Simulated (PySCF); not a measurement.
Si(Cl)(NH2) (ClH₂NSi), SMILES N[Si]Cl (connectivity only; charge and spin as stated), neutral, multiplicity 1. Atoms are numbered in the order given.

```xyz
5

Si     0.7403     0.5707     0.0000
Cl    -0.2083    -1.3288     0.0000
N     -0.6594     1.5469     0.0000
H     -1.6142     1.2157     0.0000
H     -0.5942     2.5547     0.0000
```
Charge 0, spin multiplicity 1.

Geometry: B3LYP-D3(BJ)/def2-TZVP. The values are those of a single conformer.

The numbers are results of PySCF with PBE0/pcSseg-2, not measurements.

GIAO shieldings, no solvent; atoms listed in one row are averaged. δ = σ(ref) − σ: ²⁹Si against TMS (σ = 341.9 ppm); ³⁵Cl against HCl (σ = 943.3 ppm); ¹⁵N against NH3 (σ = 263.3 ppm); ¹H against TMS (σ = 31.54 ppm), references at their B3LYP-D3(BJ)/def2-TZVP geometries, non-relativistic (without spin–orbit terms, shifts of atoms bonded to Cl or Br come out too high).

```json
[
 {"nucleus": "²⁹Si", "atoms": "Si1", "count": "1", "δ (ppm)": "179.5"},
 {"nucleus": "³⁵Cl", "atoms": "Cl2", "count": "1", "δ (ppm)": "289.7"},
 {"nucleus": "¹⁵N", "atoms": "N3", "count": "1", "δ (ppm)": "151.7"},
 {"nucleus": "¹H", "atoms": "H4", "count": "1", "δ (ppm)": "5.18"},
 {"nucleus": "¹H", "atoms": "H5", "count": "1", "δ (ppm)": "5.03"}
]
```
